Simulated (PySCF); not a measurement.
O3S, charge +1, multiplicity 2. Atoms are numbered in the order given.

```xyz
4

O      1.4189     0.0000     0.0000
S      0.0000     0.0000     0.0000
O     -0.7094    -1.2288     0.0000
O     -0.7094     1.2288     0.0000
```
Charge +1, spin multiplicity 2.

Coordinates come from a PBE0-D3(BJ)/def2-TZVP optimisation. A frequency run showed that this geometry is not a minimum. The multiplicity is an assumed one; other spin states were not compared.

All values below come from M06-2X/def2-TZVPD in PySCF.

The molecule is in vacuum.

Computed frontier levels, dipole moment and polarisability:
```yaml
"α spin, highest occupied and lowest empty level": -21.42 and -9.51 eV
"β spin, highest occupied and lowest empty level": -21.02 and -14.80 eV
dipole_moment_about_the_centre_of_nuclear_charge: 0.00 D
mean_static_polarisability: 30.8 bohr³ (4.56 Å³)
polarisability_principal_values: 16.3, 38.0, 38.0 bohr³
"⟨S²⟩": 0.771 (pure state 0.75)
```
